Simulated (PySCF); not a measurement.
Here is a job for PySCF.
```python
from pyscf import gto, scf, dft

mol = gto.Mole()
mol.atom = '''
    F     1.54731953   -0.15245928    0.26101946
    Si   -0.00000000    0.00000000    0.00000000
    F    -0.32583460    1.49808438   -0.36762443
    F    -0.79475106   -0.40706562    1.29932330
    F    -0.42673386   -0.93855948   -1.19271834
'''
mol.basis = 'aug-cc-pvdz'
mol.charge = 1
mol.spin = 1
mol.verbose = 4
mol.build()

mf = dft.UKS(mol)
mf.xc = 'r2scan'
mf = mf.density_fit(auxbasis='def2-universal-jkfit')
mf.kernel()
```

Q: What does this run give for the Mulliken (on the basis functions themselves) charges in atom order, nuclear repulsion energy, <S^2>, total energy?

A: 
The Mulliken (on the basis functions themselves) charges in atom order comes out as F1 -0.40, Si2 2.62, F3 -0.40, F4 -0.40, F5 -0.40 and the nuclear repulsion energy is 269.0622 Eh. The <S^2> comes out as 0.754 and the total energy comes out as -688.423023 Ha.

These values belong to the state on which the SCF converged, which isn't shown to be the lowest.
